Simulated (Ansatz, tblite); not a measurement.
Cost and result up the ladder for WS2F2 (5 atoms). The state is a singlet with charge 0. Geometry: PBE-D4/def2-SVP.

```xyz
5

W     0.006    0.017    0.119
S     0.468    1.449   -1.402
S    -0.578   -1.782   -0.881
F    -1.462    0.648    1.083
F     1.566   -0.332    1.081
```

Ansatz on 4 threads of Arm Neoverse N1 on a shared host; xTB runs through tblite on one thread. Times are rough, summed over both states, and most runs start from the orbitals of an earlier one. PBE0-D4/def2-TZVP serves as the yardstick here, not as an exact answer. The other state is a triplet.

In the def2 sets W takes a core potential; there is no spin–orbit coupling. The xTB rows come from tblite.

xTB has no spin-polarisation term.

```json
{"level": "GFN1-xTB", "functions": "35", "vertical triplet (eV)": "3.19", "difference from PBE0-D4/def2-TZVP (eV)": "0.94"}
{"level": "r2SCAN-D4/def2-TZVP", "functions": "176", "vertical triplet (eV)": "2.39", "difference from PBE0-D4/def2-TZVP (eV)": "0.14"}
{"level": "GFN2-xTB", "functions": "35", "vertical triplet (eV)": "2.40", "difference from PBE0-D4/def2-TZVP (eV)": "0.14"}
{"level": "PBE0-D4/def2-TZVP", "functions": "176", "vertical triplet (eV)": "2.25", "difference from PBE0-D4/def2-TZVP (eV)": "0.00"}
{"level": "PBE-D4/def2-TZVP", "functions": "176", "vertical triplet (eV)": "2.48", "difference from PBE0-D4/def2-TZVP (eV)": "0.23"}
```

(1) Estimate how long each takes.

Answers

(1) GFN1-xTB 0.013 s; GFN2-xTB 0.02 s; PBE-D4/def2-TZVP 8.7 s; r2SCAN-D4/def2-TZVP 23 s; PBE0-D4/def2-TZVP 24 s. On shared hardware such times vary by a factor of up to 3.
